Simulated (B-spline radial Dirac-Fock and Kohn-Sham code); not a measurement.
Binding energies of Tc at several levels of theory

System: atomic technetium, configuration [Kr] 4d5 5s2.

The density-functional columns are spherical, spin-unpolarised Dirac-Kohn-Sham results without Breit or QED terms: −ε is minus the orbital energy of the initial state and ΔSCF the difference of two total energies. The reference in the last column comes from Dirac-Fock energy differences between relaxed states, corrected for Breit and QED terms. All numbers are from a B-spline atomic structure program, in eV; a selection of levels is shown. The Kohn-Sham columns are given as differences from the reference. For the 1s level of heavy atoms much of the gap between ΔSCF and the reference is the Breit and QED part, -58.7 eV here; for other levels the error of the functional can be larger.

```tsv
level	PBE0 −ε − DF	PBE −ε − DF	PBE ΔSCF − DF	LDA −ε − DF	LDA ΔSCF − DF	Dirac-Fock
K	-118.6	-198.6	+80.8	-226.9	+51.7	21056.1
L1	-54.2	-86.0	-39.5	-89.3	-42.5	3061.2
L2	-36.8	-63.6	-5.5	-64.7	-6.5	2807.1
L3	-38.7	-65.4	-9.9	-66.3	-10.7	2690.6
M1	-27.0	-41.7	-26.2	-42.9	-27.4	560.0
M2	-20.1	-32.6	-16.8	-33.0	-17.2	461.8
M3	-20.1	-32.4	-17.0	-32.8	-17.3	441.8
M4	-8.3	-16.9	-0.5	-16.6	-0.2	268.9
M5	-8.5	-17.1	-0.8	-16.8	-0.5	265.2
N1	-7.9	-12.9	-6.3	-12.8	-6.2	86.20
N2	-4.1	-7.7	-1.4	-7.6	-1.3	55.01
N3	-4.2	-7.7	-1.6	-7.6	-1.5	52.09
N4,5	-3.4	-3.5	+1.4	-3.4	+1.6	10.21
O1	-0.6	-1.3	+1.8	-1.1	+2.0	6.39
```

For the outermost level NIST gives 7.11938 eV (measured); the differences from it are PBE0 −ε -1.37, PBE −ε -2.08, PBE ΔSCF +1.03, LDA −ε -1.86, LDA ΔSCF +1.30, Dirac-Fock -0.73 eV.

Values without a named source are computed, but for edge energies of neutral atoms, which are taken from tables.
